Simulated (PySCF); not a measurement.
C5H5BO. Atoms are numbered in the order given.

```xyz
12

B     -0.0973    -0.1955     0.0000
C     -0.1763    -1.7288     0.0000
C     -0.1949    -2.9578     0.0000
H     -0.2202    -4.0395     0.0000
C      1.2770     0.5010     0.0000
C      2.3836     1.0373     0.0000
H      3.3613     1.5016     0.0000
O     -1.2678     0.5009     0.0000
C     -1.3475     1.9188     0.0000
H     -1.9097     2.2452     0.8988
H     -1.9097     2.2452    -0.8988
H     -0.3446     2.3945     0.0000
```
Charge 0, spin multiplicity 1.

The structure is a stationary point at PBE-D3(BJ)/def2-SVP. Other conformers were not sampled.

Computed with PBE-D3(BJ)/def2-SVP run with PySCF.

Frequencies are harmonic and unscaled.

```csv
mode,ν (cm⁻¹),IR (km/mol),moving atoms (share of kinetic energy)
1,90,0.6,H 97 %
2,110,1.6,"C 70 %, H 18 %"
3,130,8.3,"C 44 %, H 25 %, O 19 %, B 12 %"
4,159,2.4,"C 71 %, H 22 %"
5,208,0.2,"C 49 %, O 28 %, H 16 %"
6,305,0.0,"C 81 %, H 14 %"
7,315,6.6,"C 65 %, H 18 %, O 16 %"
8,460,9.2,"C 77 %, O 13 %, H 9 %"
9,494,2.5,C 87 %
10,617,2.8,"C 55 %, O 34 %"
11,641,30.6,"B 70 %, C 25 %"
12,664,21.3,"H 76 %, C 24 %"
13,666,49.1,"H 76 %, C 24 %"
14,717,9.6,"H 75 %, C 25 %"
15,718,45.6,"H 75 %, C 25 %"
16,1023,34.6,"C 42 %, O 33 %, B 19 %"
17,1110,169.3,"B 58 %, H 24 %, C 18 %"
18,1140,0.1,"H 76 %, C 19 %"
19,1153,111.4,"H 49 %, B 26 %, C 19 %"
20,1338,341.6,"B 34 %, H 29 %, O 23 %, C 14 %"
21,1416,1.8,H 94 %
22,1418,3.6,H 97 %
23,1442,99.0,"H 62 %, B 18 %, O 17 %"
24,2103,41.5,"C 90 %, H 9 %"
25,2116,111.2,"C 89 %, H 9 %"
26,2958,53.4,H 98 %
27,3057,15.9,"H 90 %, C 10 %"
28,3058,10.8,"H 90 %, C 10 %"
29,3393,46.9,"H 86 %, C 14 %"
30,3395,43.6,"H 86 %, C 14 %"
```
